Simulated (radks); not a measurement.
Task: Ionisation of neutral lead, [Hg] 6p2, to [Hg] 6p1 as the strength of local exchange is varied. All-electron calculation, scalar-relativistic Kohn-Sham, Slater X-alpha exchange (alpha = 2/3 is LDA exchange), no correlation, spin-polarised, spherical densities, finite nucleus; open shells are filled with parallel spins first (spin-orbit coupling, left out, can overturn this in heavy ions); Fermi nuclear charge, rms radius 5.5012 fm. Program: a radial shooting solver on a logarithmic mesh with Libxc functionals.

| alpha | E(Pb) (hartree) | exchange (hartree) | IE (eV) | -e of the level emptied (eV) | <r> of it (bohr) |
|---|---|---|---|---|---|
| 0.607 | -20823.3210 | -333.1543 | 5.930 | 3.000 (6p) | 3.511 |
| 0.667 | -20856.4806 | -366.6940 | 6.384 | 3.397 (6p) | 3.420 |
| 0.867 | -20967.4107 | -479.2800 | 8.009 | 4.859 (6p) | 3.165 |
| 0.898 | -20984.6596 | -496.8390 | 8.275 | 5.104 (6p) | 3.130 |
| 0.93 | -21002.4803 | -514.9949 | 8.555 | 5.362 (6p) | 3.096 |
| 1.046 | -21067.2114 | -581.0689 | 9.600 | 6.337 (6p) | 2.981 |
| ? | -20888.5874 | -399.2194 | 6.838 | 3.799 (6p) | 3.339 |

Which alpha was used in the last row?

Result: alpha = 0.725. NIST Atomic Spectra Database: 7.417 eV (measured). The Delta-SCF value meets it near alpha = 0.80. Open shells are spherical and high-spin; term and fine-structure splittings are not resolved. Spin-orbit splitting is averaged out at the scalar-relativistic level.
